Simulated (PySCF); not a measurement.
Gas-phase reaction: InCl₃.NH₃ + InCl → 2 InCl₂ + NH + H₂

Energies from PySCF, thermal terms from the rigid-rotor harmonic-oscillator model, ideal gas at 1 bar. † marks an energy on the PBE0/def2-TZVP geometry and frequencies; other levels use their own. MP2 and CCSD(T) freeze the core. Open shells (unrestricted): InCl₂ (multiplicity 2), NH (multiplicity 3); the rest are closed-shell singlets. B3LYP is the form with VWN-RPA correlation. In: scalar-relativistic def2 core potential, no spin-orbit coupling. Adducts (InCl₃.NH₃) have no counterpoise correction, and HF, PBE, BLYP, B3LYP and PBE0 lack dispersion. InCl₃.NH₃, InCl₂: computed as isolated molecules; such fragments, hydroxides, amides, oligomers or adducts are transient or little studied in the gas. MP2 isn't extrapolated to the basis-set limit; its ΔH°(298 K) is 702.8 kJ in def2-SVP and 737.0 kJ in def2-TZVPP. CCSD(T) isn't extrapolated to the basis-set limit. The harmonic model lacks anharmonicity and excited electronic states, which grow with temperature; levels with a mode under 35 cm⁻¹ are left out. Soft modes under 120 cm⁻¹ make the harmonic entropy rough for InCl₃.NH₃, InCl₂.

```json
[
 {"level": "B3LYP/def2-TZVP†", "ΔE electronic, kJ": "700", "ΔH°(298 K), kJ": "652", "ΔS°(298 K), J/K": "283", "ΔG°(1800 K), kJ": "145"},
 {"level": "CCSD(T)/def2-SVP†", "ΔE electronic, kJ": "728", "ΔH°(298 K), kJ": "681", "ΔS°(298 K), J/K": "283", "ΔG°(1800 K), kJ": "174"},
 {"level": "MP2/def2-TZVPP†", "ΔE electronic, kJ": "784", "ΔH°(298 K), kJ": "737", "ΔS°(298 K), J/K": "283", "ΔG°(1800 K), kJ": "230"},
 {"level": "PBE/def2-SVP", "ΔE electronic, kJ": "741", "ΔH°(298 K), kJ": "695", "ΔS°(298 K), J/K": "286", "ΔG°(1800 K), kJ": "184"},
 {"level": "PBE0/def2-SVP†", "ΔE electronic, kJ": "743", "ΔH°(298 K), kJ": "696", "ΔS°(298 K), J/K": "283", "ΔG°(1800 K), kJ": "189"}
]
```
ΔH° is lowest at B3LYP/def2-TZVP† and highest at MP2/def2-TZVPP†. No reference value is set beside these.
